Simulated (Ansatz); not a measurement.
Basis sets compared for [AlCl6]3- (AlCl6³⁻). Charge -3, multiplicity 1. Geometry PBE-D4/def2-SVPD. Ansatz on 4 threads of Intel Xeon on a shared host; times are rough, and most runs start from earlier orbitals.

```csv
atom,x (Å),y (Å),z (Å)
Al1,0.000,0.000,0.000
Cl2,-0.298,1.616,1.800
Cl3,0.298,-1.615,-1.800
Cl4,2.240,-0.501,0.820
Cl5,-2.240,0.501,-0.820
Cl6,0.914,1.755,-1.423
Cl7,-0.914,-1.755,1.423
```

A multiply charged anion in the gas phase is held together partly by the finite basis. At PBE-D4/def2-SVPD, PBE-D4/def2-TZVPD, PBE0-D4/def2-SVPD, PBE0-D4/def2-TZVPD the highest occupied level of the charge -3 singlet lies above zero (up to 5.13 eV). The electron is either unbound and held by the finite basis, or the level is raised by self-interaction error.

```tsv
level	functions	energy (Eh)	HOMO (eV)	LUMO (eV)	wall time
PBE-D4/def2-SVPD	186	-3001.7060	5.12	8.34	4 s
PBE0-D4/def2-SVPD	186	-3001.9571	3.86	8.81	7.5 s
```

(1) Estimate the rows for PBE-D4/def2-TZVPD (with forces), PBE0-D4/def2-TZVPD.

Answers

(1) 
| level | functions | energy (Eh) | HOMO (eV) | LUMO (eV) | wall time |
| --- | --- | --- | --- | --- | --- |
| PBE-D4/def2-TZVPD (with forces) | 319 | -3002.6903 | 5.13 | 7.71 | 9.5 s |
| PBE0-D4/def2-TZVPD | 319 | -3002.9302 | 3.89 | 8.11 | 19 s |
